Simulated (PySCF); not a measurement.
C3H13NSSi2, SMILES C[Si](C)(C)S[SiH2]N, singlet (GFN2-xTB optimised geometry):

```
20

Si     0.450    -0.290     1.872
C     -0.246     1.483     1.921
C      2.349    -0.287     1.857
C     -0.231    -1.299     3.338
S     -0.113    -1.247     0.000
Si    -2.271    -1.247     0.000
N     -2.910    -1.982    -1.414
H     -1.331     1.482     1.975
H      0.039     2.041     1.033
H      0.128     2.024     2.785
H      2.745     0.173     2.758
H      2.742    -1.297     1.797
H      2.733     0.263     1.004
H     -1.316    -1.262     3.374
H      0.145    -0.916     4.281
H      0.061    -2.342     3.265
H     -2.733     0.134     0.000
H     -2.733    -2.041     1.130
H     -2.760    -1.514    -2.294
H     -2.757    -2.970    -1.539
```

Method: PBE0/def2-SVP run with PySCF.

**Question.** What are the frontier orbital energies and the dipole moment?

**Answer.** HOMO-2 -7.97 eV, HOMO-1 -7.34 eV, HOMO -6.72 eV, LUMO 0.72 eV, LUMO+1 1.52 eV; dipole moment 0.42 D.

On the same geometry PySCF 2.14.0 with PBE/def2-SVP gives HOMO-2 -6.69 eV, HOMO-1 -5.91 eV, HOMO -5.47 eV, LUMO -0.12 eV, LUMO+1 0.67 eV; dipole moment 0.26 D.

Meta-Löwdin charges at PBE0/def2-SVP: Si1 0.84, C2 -0.55, C3 -0.55, C4 -0.55, S5 -0.48, Si6 0.70, N7 -0.67, H8 0.12, H9 0.12, H10 0.11, H11 0.11, H12 0.12, H13 0.12, H14 0.12, H15 0.11, H16 0.12, H17 -0.12, H18 -0.12, H19 0.22, H20 0.22.
